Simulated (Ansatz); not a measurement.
Geometry optimisation, RKS PBE-D4/def2-SVP in Ansatz 0.2.0.

Input:

```yaml
crystal:
  periodic: [false, false, false]
  atoms:
    - { symbol: C, position_ang: [1.7826, -0.8759, 1.3944] }
    - { symbol: C, position_ang: [0.6867, -0.9626, 0.7923] }
    - { symbol: C, position_ang: [-0.5894, -1.1136, 0.0756] }
    - { symbol: O, position_ang: [-1.1419, -2.3271, 0.1552] }
    - { symbol: "N", position_ang: [-1.0706, -0.152, -0.6197] }
    - { symbol: Sn, position_ang: [-2.82686, -0.21911, -1.7503] }
    - { symbol: H, position_ang: [2.6772, -0.715, 1.9036] }
    - { symbol: H, position_ang: [-2.0568, -2.4692, -0.329] }
    - { symbol: H, position_ang: [-2.70644, -1.54157, -2.9517] }
    - { symbol: H, position_ang: [-4.15856, -0.55549, -0.67589] }
    - { symbol: H, position_ang: [-3.03375, 1.30061, -2.56141] }
basis:
  gaussian: { orbitals: def2-SVP }
hamiltonian:
  xc: pbe
  dispersion: d4
relax:
  f_tol: 0.015
  max_steps: 40
```

Launched with:

```bash
$ ansatz run input.yaml --threads 2 --pin off --max-ram 3072MiB --backend cpu --events-out ev --progress --plain --runs-dir out
```

Question: Where does it end, and by what steps?

Answer: The run converged. After 8 steps the energy has fallen by 0.383 eV; H11 moved furthest, 0.17 Å.

```json
{"step": "0", "energy less start (eV)": "0.0000", "largest force component (eV/Å)": "3.987", "accepted": "yes"}
{"step": "1", "energy less start (eV)": "-0.2836", "largest force component (eV/Å)": "1.015", "accepted": "yes"}
{"step": "2", "energy less start (eV)": "-0.3417", "largest force component (eV/Å)": "0.978", "accepted": "yes"}
{"step": "3", "energy less start (eV)": "-0.3671", "largest force component (eV/Å)": "0.458", "accepted": "yes"}
{"step": "4", "energy less start (eV)": "-0.3797", "largest force component (eV/Å)": "0.125", "accepted": "yes"}
{"step": "5", "energy less start (eV)": "-0.3809", "largest force component (eV/Å)": "0.106", "accepted": "yes"}
{"step": "6", "energy less start (eV)": "-0.3823", "largest force component (eV/Å)": "0.070", "accepted": "yes"}
{"step": "7", "energy less start (eV)": "-0.3833", "largest force component (eV/Å)": "0.025", "accepted": "yes"}
{"step": "8", "energy less start (eV)": "-0.3834", "largest force component (eV/Å)": "0.011", "accepted": "yes"}
```

```xyz
11
Properties=species:S:1:pos:R:3
C 1.699 -0.813 1.350
C 0.644 -0.994 0.759
C -0.603 -1.168 0.042
O -1.098 -2.430 0.244
N -1.078 -0.204 -0.652
Sn -2.837 -0.228 -1.762
H 2.632 -0.647 1.871
H -1.937 -2.506 -0.256
H -2.767 -1.474 -2.968
H -4.196 -0.501 -0.719
H -2.896 1.333 -2.475
```

The run took 18 s on 2 threads of Intel(R) Xeon(R) Platinum 8488C (Sapphire Rapids), with other jobs on the host, peak memory 0.18 GiB.
